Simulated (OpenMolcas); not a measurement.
## CH6O3Sn (SMILES C[Sn](O)(O)O): the vertical ionisation energy from total energies

CH6O3Sn: 11 atoms, total charge 0, spin state singlet. SMILES: `C[Sn](O)(O)O`. The coordinates come from a PBE0-D4/def2-TZVP relaxation. This is one conformer, not always the lowest.

Both states at this one shape; open shells run unrestricted unless said. 1 Eh = 27.2114 eV.

```
                           level     program  singlet CH6O3Sn (Eh)  doublet CH6O3Sn+ (Eh)  HOMO of the first (eV)
 SVWN5/def2-SVP (core potential)  OpenMolcas           -479.182368            -478.827662                   -6.56
  BLYP/def2-SVP (core potential)  OpenMolcas           -481.387826            -481.046777                   -6.24
   PBE/def2-SVP (core potential)  OpenMolcas           -481.214150            -480.867021                   -6.40
r2SCAN/def2-SVP (core potential)  OpenMolcas           -481.457907            -481.099248                   -6.84
```

Work out the vertical ionisation energy at each level.


1. SVWN5/def2-SVP (core potential): -478.827662 − (-479.182368) = 0.354706 Eh = 9.65 eV; −ε(HOMO) = 6.56 eV.
2. BLYP/def2-SVP (core potential): -481.046777 − (-481.387826) = 0.341049 Eh = 9.28 eV; −ε(HOMO) = 6.24 eV.
3. PBE/def2-SVP (core potential): -480.867021 − (-481.214150) = 0.347129 Eh = 9.45 eV; −ε(HOMO) = 6.40 eV.
4. r2SCAN/def2-SVP (core potential): -481.099248 − (-481.457907) = 0.358659 Eh = 9.76 eV; −ε(HOMO) = 6.84 eV.

No measured value is set beside it here; the levels span 9.28 to 9.76 eV. In semi-local functionals −ε(HOMO) lies far under the ionisation energy, a result of self-interaction, while the difference of totals does much better. Spin-orbit coupling, which splits open shells on such heavy atoms by tenths of an eV, is left out.
